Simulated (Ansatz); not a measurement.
Consider the substitution at a C–Si bond: `C[SiH](C)[NH][AlH2]` + `[SiH3][SiH2]S` → `CS[SiH2][SiH3]` + `C[SiH2][NH][AlH2]`.

Gas-phase electronic energies from Ansatz, PBE0-D4/def2-TZVP geometries. CBS: MP2 limit from def2 TZ/QZ plus the TZ coupled-cluster correction, frozen cores. Functionals use def2-TZVPP. B3LYP here is the variant with VWN-RPA as its local correlation; programs differ in this. Each species was taken in one conformer, which may not be the lowest.

`C[SiH](C)[NH][AlH2]`:

```xyz
15

C     0.890    0.384    1.785
Si   -0.265   -0.056    0.381
C    -1.540    1.298    0.183
N     0.604   -0.334   -1.093
Al    0.687   -1.794   -2.106
H     1.432    1.310    1.570
H     0.338    0.532    2.717
H     1.627   -0.406    1.949
H    -0.952   -1.343    0.687
H    -1.065    2.250   -0.074
H    -2.102    1.448    1.110
H    -2.251    1.054   -0.609
H     1.139    0.461   -1.422
H     1.580   -1.728   -3.414
H    -0.124   -3.077   -1.662
```

`[SiH3][SiH2]S`:

Z-matrix (Å, degrees):
```
Si
Si 1 2.338
H 1 1.487 2 109.5
H 1 1.486 2 110.0 3 119.9
H 1 1.486 2 110.0 3 -119.8
S 2 2.143 1 106.2 3 -179.6
H 2 1.488 1 110.6 3 60.1
H 2 1.488 1 110.6 3 -59.3
H 6 1.344 2 95.4 1 -179.6
```

`CS[SiH2][SiH3]`:

Cartesian coordinates in Å:
```
C -1.776 1.123 1.485
S -1.454 0.219 -0.057
Si 0.650 -0.057 0.104
Si 1.342 -1.221 -1.802
H -1.236 2.069 1.502
H -1.503 0.522 2.353
H -2.846 1.324 1.515
H 1.344 1.260 0.202
H 0.984 -0.819 1.342
H 0.654 -2.536 -1.879
H 1.031 -0.436 -3.025
H 2.811 -1.449 -1.737
```

`C[SiH2][NH][AlH2]`:

```xyz
12

C    -1.977   -0.387    0.261
Si   -0.470   -0.003   -0.773
N     1.014   -0.401    0.024
Al    2.352    0.665    0.519
H    -2.891   -0.125   -0.279
H    -2.026   -1.453    0.501
H    -1.961    0.171    1.199
H    -0.592   -0.742   -2.064
H    -0.408    1.454   -1.069
H     1.136   -1.387    0.219
H     3.603   -0.008    1.220
H     2.218    2.216    0.243
```

Q: Is it downhill or uphill in electronic energy at CCSD(T)/CBS, and by how much? (Best estimate.)

A: The calculation gave: Uphill: ΔE = +0.59 eV.

Q: What do these levels give: r2SCAN-D4, PBE0-D4, B3LYP-D4, ωB97M-V, PBE, B3LYP, HF/def2-TZVPP, MP2/def2-TZVPP, CCSD(T)/def2-TZVPP, MP2/def2-QZVPP, MP2/CBS(def2), CCSD/CBS(def2)? (An estimate is asked.)

A: The calculation gave: r2SCAN-D4 0.60, PBE0-D4 0.58, B3LYP-D4 0.57, ωB97M-V 0.61, PBE 0.55, B3LYP 0.56, HF/def2-TZVPP 0.55, MP2/def2-TZVPP 0.60, CCSD(T)/def2-TZVPP 0.60, MP2/def2-QZVPP 0.59, MP2/CBS(def2) 0.59, CCSD/CBS(def2) 0.60 eV.

Largest T1 diagnostic among the species: 0.012.

In def2-TZVPP, CCSD(T) changes the Hartree–Fock value by +0.05 eV (the triples alone add −0.01 eV) and MP2 by +0.05 eV.
